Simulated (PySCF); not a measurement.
# PySCF run on RbH

The script input.py:

```python
from pyscf import gto, scf, cc

mol = gto.M(
    atom='Rb 0 0 0; H 0 0 2.38',
    basis='jorge-dzp',
    charge=0,
    spin=0,
    verbose=4,
)
mf = scf.UHF(mol)
mf.kernel()
mycc = cc.CCSD(mf)
mycc.kernel()
mf.dip_moment()
print('orbital energies (hartree):', [e[max(0, n-3):n+3].round(4) for e, n in zip(mf.mo_energy, mol.nelec)])
```

```bash
$ python input.py
```

It prints (some set-up lines and the per-cycle HOMO/LUMO lines with their warnings removed):

```
PySCF version 2.14.0

[INPUT] Symbol           X                Y                Z      unit          X                Y                Z       unit  Magmom
[INPUT]  1 Rb     0.000000000000   0.000000000000   0.000000000000 AA    0.000000000000   0.000000000000   0.000000000000 Bohr   0.0
[INPUT]  2 H      0.000000000000   0.000000000000   2.380000000000 AA    0.000000000000   0.000000000000   4.497548176465 Bohr   0.0

nuclear repulsion = 8.22670453951261
number of shells = 19
number of NR pGTOs = 101
number of NR cGTOs = 41
basis = jorge-dzp
ecp = {}

******** <class 'pyscf.scf.uhf.UHF'> ********
method = UHF
initial guess = minao
damping factor = 0
level_shift factor = 0
DIIS = <class 'pyscf.scf.diis.CDIIS'>
SCF conv_tol = 1e-09
SCF max_cycles = 50
number electrons alpha = 19  beta = 19
init E= -2933.62711899212
cycle= 1 E= -2938.5652637219  delta_E= -4.94  |g|= 0.507  |ddm|= 1.19
cycle= 2 E= -2938.58427831654  delta_E= -0.019  |g|= 0.0525  |ddm|= 0.246
cycle= 3 E= -2938.58480073272  delta_E= -0.000522  |g|= 0.00484  |ddm|= 0.0571
cycle= 4 E= -2938.58484210188  delta_E= -4.14e-05  |g|= 0.0012  |ddm|= 0.0188
cycle= 5 E= -2938.58484931586  delta_E= -7.21e-06  |g|= 0.000403  |ddm|= 0.00863
cycle= 6 E= -2938.58485017128  delta_E= -8.55e-07  |g|= 7.85e-05  |ddm|= 0.00297
cycle= 7 E= -2938.58485020344  delta_E= -3.22e-08  |g|= 1.98e-05  |ddm|= 0.00061
cycle= 8 E= -2938.58485020525  delta_E= -1.81e-09  |g|= 1.37e-05  |ddm|= 0.000188
cycle= 9 E= -2938.58485020679  delta_E= -1.54e-09  |g|= 1.09e-05  |ddm|= 0.000108
cycle= 10 E= -2938.58485020926  delta_E= -2.47e-09  |g|= 3.87e-06  |ddm|= 0.000267
cycle= 11 E= -2938.58485020957  delta_E= -3.09e-10  |g|= 2.42e-07  |ddm|= 0.000129
Extra cycle  E= -2938.58485020958  delta_E= -5.46e-12  |g|= 1.44e-07  |ddm|= 1.24e-06
converged SCF energy = -2938.58485020958  <S^2> = 2.9114489e-11  2S+1 = 1

******** <class 'pyscf.cc.uccsd.UCCSD'> ********
CC2 = 0
CCSD nocc = (np.int64(19), np.int64(19)), nmo = (41, 41)
max_cycle = 50
direct = 0
conv_tol = 1e-07
conv_tol_normt = 1e-06
Init t2, MP2 energy = -0.193935143013994
Init E_corr(UCCSD) = -0.19393514301405
cycle = 1  E_corr(UCCSD) = -0.203226760080222  dE = -0.00929161707  norm(t1,t2) = 0.0466935
cycle = 2  E_corr(UCCSD) = -0.205570411774391  dE = -0.00234365169  norm(t1,t2) = 0.0245976
cycle = 3  E_corr(UCCSD) = -0.207038880644174  dE = -0.00146846887  norm(t1,t2) = 0.0177495
cycle = 4  E_corr(UCCSD) = -0.207641240547941  dE = -0.000602359904  norm(t1,t2) = 0.00904231
cycle = 5  E_corr(UCCSD) = -0.207454681842978  dE = 0.000186558705  norm(t1,t2) = 0.00391734
cycle = 6  E_corr(UCCSD) = -0.207441145622944  dE = 1.353622e-05  norm(t1,t2) = 0.00132973
cycle = 7  E_corr(UCCSD) = -0.207452087504562  dE = -1.09418816e-05  norm(t1,t2) = 0.000732947
cycle = 8  E_corr(UCCSD) = -0.207449875429472  dE = 2.21207509e-06  norm(t1,t2) = 0.000174255
cycle = 9  E_corr(UCCSD) = -0.207449992675394  dE = -1.17245921e-07  norm(t1,t2) = 5.95828e-05
cycle = 10  E_corr(UCCSD) = -0.207450225208333  dE = -2.3253294e-07  norm(t1,t2) = 1.79499e-05
cycle = 11  E_corr(UCCSD) = -0.207450417307312  dE = -1.92098979e-07  norm(t1,t2) = 6.31607e-06
cycle = 12  E_corr(UCCSD) = -0.207450475572152  dE = -5.82648393e-08  norm(t1,t2) = 2.97076e-06
cycle = 13  E_corr(UCCSD) = -0.207450457117144  dE = 1.84550074e-08  norm(t1,t2) = 1.18994e-06
cycle = 14  E_corr(UCCSD) = -0.207450446496043  dE = 1.06211014e-08  norm(t1,t2) = 4.69771e-07
UCCSD converged
E(UCCSD) = -2938.792300656071  E_corr = -0.2074504464960431
Dipole moment(X, Y, Z, Debye): -0.00000, -0.00000, -9.44752
orbital energies (hartree): [array([-0.7995, -0.7929, -0.2274, -0.004 ,  0.0204,  0.0204]), array([-0.7995, -0.7929, -0.2274, -0.004 ,  0.0204,  0.0204])]
```

In short: E(SCF) = -2938.584850 Eh, 11 cycles, E(CCSD) − E(SCF) = -0.20745 Eh, μz(SCF) = -9.45 D.

Wall time 11 s on one thread of a shared host.

No relativity is included for the heavy element. The bond length is a typed value, not an optimised one. No search for the lowest solution was made.
